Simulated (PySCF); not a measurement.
Level of theory: PBE0/[Fe def2-SVP, F def2-SVP], no relativity, density fitting, PySCF. Open shells, if any, are unrestricted.

**Question.** What spin state, shape and geometry does isolated FeF₄ take (every ligand bound to Fe)?

**Answer.** Formally Fe is in oxidation state +4, d4, with 4 unpaired electrons (the high-spin count). The Mulliken spin on Fe is 3.33. The polar-tensor charge on Fe, 2.02, is far below the formal one. The lowest minimum found is a quintet of D2d symmetry with Fe–F 1.704 Å (×4); F–Fe–F 97.4° (×4), F–Fe–F 138.0° (×2). Its harmonic wavenumbers are 139 (a1), 195 (b2), 285 (e), 285 (b1), 659 (b2), 666 (a1), 780 (e) cm⁻¹ and its dipole moment is 0.00 D.

Other isomers or separated fragments may lie lower. Other spin states or occupations of the open shell can lie lower.
